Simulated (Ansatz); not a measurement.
Basis-set extrapolation for C$_{2}$H$_{8}$NOSi, SMILES `CN(C)[SiH]O` radical (PBE0-D4/def2-TZVP geometry, frozen core, Ansatz 0.2.0). Multiplicity 2, UHF reference.

```
                      def2-TZVPP   def2-QZVPP
                 HF  -498.756437  -498.776339
    MP2 correlation    -0.907174    -0.972007
CCSD(T) correlation    -0.986892      not run
```

Energies in hartree. Use E(X) = E(∞) + A·exp(−7.88·√X) for Hartree–Fock and E(X) = E(∞) + B·X^(−2.97) for correlation, with X = 3 and 4, and add CCSD(T) minus MP2 of the smaller set to the MP2 limit.

Task: What is the CCSD(T) energy at the basis-set limit?

Result: HF limit: -498.776339 + (-0.019902) × 0.13774 = -498.77908. MP2 limit: -0.972007 + (-0.064833) × 0.74074 = -1.02003. Higher-order term: -0.986892 − (-0.907174) = -0.07972. Total: -499.87883 hartree, 355.8 kJ/mol below CCSD(T)/def2-TZVPP.
